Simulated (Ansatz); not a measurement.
CH7InN2, SMILES `NC[NH][InH2]`, relaxed with RKS PBE0-D4/def2-TZVP in Ansatz from a GFN2-xTB geometry. The force threshold is 0.005 eV/Å; the program also tests the step.

Total charge 0; spin multiplicity 1. In: def2 effective core potential.

Start:

```xyz
11

N    -0.839   -0.611   -0.450
C    -0.241    0.711   -0.789
N     1.069    0.803   -0.223
In    0.628   -0.292    1.533
H    -0.414   -1.326   -1.040
H    -1.842   -0.622   -0.634
H    -0.875    1.462   -0.305
H    -0.242    0.888   -1.875
H     1.730    0.295   -0.810
H     1.396   -1.781    1.911
H    -0.369    0.474    2.683
```

| step | energy (eV) | largest force (eV/Å) | largest move (Å) |
| --- | --- | --- | --- |
| 1 | -9301.3737 | 0.333 | 0.000 |
| 2 | -9301.4162 | 0.304 | 0.161 |
| 3 | -9301.4327 | 0.212 | 0.046 |
| 4 | -9301.4411 | 0.121 | 0.069 |
| 5 | -9301.4437 | 0.064 | 0.038 |
| 6 | -9301.4445 | 0.050 | 0.029 |
| 7 | -9301.4446 | 0.012 | 0.006 |
| 8 (rejected) | -9301.4446 | 0.015 | 0.005 |
| 9 | -9301.4447 | 0.005 | 0.002 |

End:

```xyz
11

N    -0.864   -0.581   -0.409
C    -0.200    0.701   -0.832
N     1.048    0.831   -0.153
In    0.578   -0.370    1.530
H    -0.565   -1.355   -0.993
H    -1.878   -0.539   -0.445
H    -0.894    1.491   -0.519
H    -0.109    0.754   -1.923
H     1.802    0.461   -0.718
H     1.518   -1.795    1.775
H    -0.437    0.402    2.688
```

Run time 16 s (4 threads of an Intel Xeon 6975P-C on a shared host); peak host memory 0.51 GiB.
